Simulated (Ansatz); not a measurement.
`COBC=O` and `O=C[BH][GeH3]` differ in one atom or group.

Ansatz, PBE0-D4/def2-TZVP geometries, multiplicity 1. Each molecule was computed in one conformer, which needn't be the lowest.

Scalar relativity is left out up to krypton.

| property | `COBC=O` |
| --- | --- |
| HOMO–LUMO gap (B3LYP/def2-TZVPP) / eV | 4.37 |
| ideal-gas entropy at 298 K and 1 bar (rigid rotor, harmonic PBE0-D4/def2-TZVP) / J/(mol·K) | 328 |
| LUMO energy (ωB97M-V/def2-TZVPP) / eV | 0.09 |
| size of the dipole moment (B3LYP/def2-TZVPP) / D | 4.00 |
| size of the dipole moment (ωB97M-V/def2-TZVPP) / D | 3.98 |
| LUMO energy (PBE/def2-TZVPP) / eV | -3.19 |

(1) What does the change do to each property? (Best estimate.)

## Answers

(1) Computed: 
| property | `O=C[BH][GeH3]` | shift |
| --- | --- | --- |
| HOMO–LUMO gap (B3LYP/def2-TZVPP) / eV | 5.50 | 1.13 |
| ideal-gas entropy at 298 K and 1 bar (rigid rotor, harmonic PBE0-D4/def2-TZVP) / J/(mol·K) | 343 | 15 |
| LUMO energy (ωB97M-V/def2-TZVPP) / eV | 0.12 | 0.03 |
| size of the dipole moment (B3LYP/def2-TZVPP) / D | 2.04 | -1.96 |
| size of the dipole moment (ωB97M-V/def2-TZVPP) / D | 2.08 | -1.90 |
| LUMO energy (PBE/def2-TZVPP) / eV | -2.79 | 0.40 |

With PBE0 the HOMO falls by 0.79 eV and the LUMO rises by 0.29 eV, so the gap widens by about 1.08 eV. PBE moves the HOMO by -1.03 eV and ωB97M-V by -0.71 eV. The zero-point energy changes by -54.6 kJ/mol with -3 modes. Dipoles are sizes alone; their direction can turn. Modes under 60 cm⁻¹, often nearly free rotors, make the harmonic entropy too high.

B3LYP here is the variant with VWN-RPA as its local correlation; programs differ in this.
